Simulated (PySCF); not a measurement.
C2H2N3, doublet, geometry from GFN2-xTB, atoms displaced at random by about 0.08 Å a coordinate. Base run: PySCF with PBE0/STO-3G, gradient.

The PySCF input:
```python
from pyscf import gto, scf, dft

mol = gto.Mole()
mol.atom = '''
    C     1.135064   -0.038065   -0.147784
    N     0.492733   -1.140318   -0.208320
    N    -0.858335   -0.646374    0.024694
    C    -0.626758    0.763636    0.264832
    N     0.524270    1.097982   -0.152386
    H    -1.659087   -1.226640    0.143646
    H    -1.646826    1.425522    0.415661
'''
mol.basis = 'sto-3g'
mol.charge = 0
mol.spin = 1
mol.verbose = 4
mol.build()

mf = dft.UKS(mol)
mf.xc = 'pbe0'
mf.kernel()
g = mf.nuc_grad_method()
grad = g.kernel()
```

The coordinate followed is y of atom 7.

Each row names what was changed in the base input (with any setting that the change needs).

```tsv
change	dE/dx (Eh/bohr)	net force (Eh/bohr)
base	0.032720	0.000030
density fitting = on; auxbasis_response = off	0.032680	0.002097
grids.level = 1; grid_response = off	0.032725	0.000151
finite difference step (bohr) = 1e-4; conv_tol = 1e-11	0.032720	-
finite difference step (bohr) = 0.2; conv_tol = 1e-11	0.032264	-
grids.level = 1; grid_response = on	0.032734	0.000000
grids.level = 0; grid_response = off	0.033057	0.014857
conv_tol = 1e-4	0.032382	0.000030
conv_tol = 1e-11	0.032721	0.000030
grids.level = 0; grid_response = on	0.034085	0.000000
finite difference step (bohr) = 1e-3; conv_tol = 1e-11	0.032720	-
finite difference step (bohr) = 0.05; conv_tol = 1e-11	0.032691	-
```

The net force is zero for an exact gradient.

Open shells are given as the SCF converged; they aren't shown to be the lowest states, and a large step between rows can be another state.
